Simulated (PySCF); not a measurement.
C4H6BF, SMILES C=C=CB(C)F.

Geometry: B3LYP-D3(BJ)/def2-SVP. This is a generated structure with no PubChem entry under its InChIKey; it may be hypothetical. The values are those of a single conformer.

Level of theory: TDDFT-CAM-B3LYP/def2-SVPD (PySCF).

Vertical excitations. Gas-phase values at a fixed geometry.

Computed excitation energies, oscillator strengths and character:
```
state  energy (eV)  λ (nm)      f                            main pairs
-----  -----------  ------  -----  ------------------------------------
S1            4.83     256  0.000                        HOMO→LUMO 97 %
S2            6.26     198  0.354                      HOMO−1→LUMO 94 %
S3            6.45     192  0.001                    HOMO−1→LUMO+2 81 %
S4            6.66     186  0.001                      HOMO−2→LUMO 87 %
S5            7.25     171  0.044    HOMO→LUMO+1 72 %, HOMO→LUMO+3 23 %
S6            7.55     164  0.664                      HOMO→LUMO+2 82 %
S7            7.57     164  0.081                    HOMO−1→LUMO+1 71 %
S8            8.17     152  0.034    HOMO→LUMO+3 62 %, HOMO→LUMO+1 16 %
S9            8.62     144  0.004                    HOMO−1→LUMO+3 87 %
S10           8.64     143  0.002                      HOMO→LUMO+6 71 %
T1            4.05     306      0                      HOMO−1→LUMO 91 %
T2            4.49     276      0                        HOMO→LUMO 95 %
T3            4.74     261      0                      HOMO→LUMO+2 78 %
T4            6.09     204      0  HOMO−1→LUMO+2 62 %, HOMO−2→LUMO 24 %
```
Triplets are in the Tamm–Dancoff approximation, which puts them higher than full response would, so one can lie above its singlet here.
